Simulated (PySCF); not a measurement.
Compound: C₄H₁₀BNO.
Cartesian coordinates in Å at the PBE0-D3(BJ)/def2-SVP level; atoms count from 1:
```
atom  x, y, z in Å
C1    -3.1506    0.9708   -0.4023
C2    -2.0329    0.2992   -0.6748
C3    -1.3445   -0.6310    0.2745
O4     0.0104   -0.2971    0.4335
B5     1.0002   -0.9508   -0.2445
N6     2.3246   -0.5104   -0.1196
C7     2.7704    0.6103    0.6673
H8    -3.6347    0.8957    0.5773
H9    -3.6281    1.6171   -1.1435
H10   -1.5609    0.3983   -1.6606
H11   -1.8330   -0.5893    1.2622
H12   -1.4382   -1.6693   -0.0981
H13    0.7487   -1.9100   -0.9469
H14    3.0485   -1.0175   -0.6107
H15    3.2922    1.3662    0.0550
H16    3.4558    0.3061    1.4779
H17    1.8982    1.0930    1.1277
```

Computed with delta-SCF UKS SCAN, pcX-2 on the ionised atom, pcseg-1 elsewhere, spin-free X2C (PySCF). Every row has its own mixed basis.

| ionised atom | basis functions | E(ground) (Eh) | E(ionised) (Eh) |
| --- | --- | --- | --- |
| B5 | 179 | -313.27893 | -306.08182 |
| C1 | 179 | -313.28304 | -302.61613 |
| C2 | 179 | -313.28398 | -302.60777 |
| C3 | 179 | -313.28377 | -302.54636 |
| C7 | 179 | -313.28147 | -302.57037 |
| N6 | 179 | -313.29278 | -298.42129 |
| O4 | 179 | -313.30899 | -293.54038 |

Q: Turn these total energies into binding energies.

A: E(ionised) − E(ground), at 27.2114 eV a hartree:

| atom | environment | difference (Eh) | binding energy (eV) |
| --- | --- | --- | --- |
| B5 | three-coordinate boron | 7.19711 | 195.84 |
| C1 | terminal =CH2 carbon | 10.66691 | 290.26 |
| C2 | alkene CH carbon | 10.67621 | 290.51 |
| C3 | sp3 carbon bound to oxygen | 10.73741 | 292.18 |
| C7 | N-methyl carbon | 10.71110 | 291.46 |
| N6 | boron-bound nitrogen | 14.87149 | 404.67 |
| O4 | boron-bound oxygen | 19.76861 | 537.93 |

Q: How much do the ground-state energies differ, and what would follow from using one of them for all holes?

A: They run from -313.3090 Eh (core basis on O4) to -313.2789 Eh (on B5), 0.0301 Eh or 0.82 eV apart, for one and the same state in different bases and grids. Pairing the ion of B5 with the ground state of O4 would put its binding energy 0.82 eV too high.

Only 1s holes are shown. One conformer (not necessarily the lowest) at the PBE0-D3(BJ)/def2-SVP geometry, without solvent, vibrations or thermal averaging.
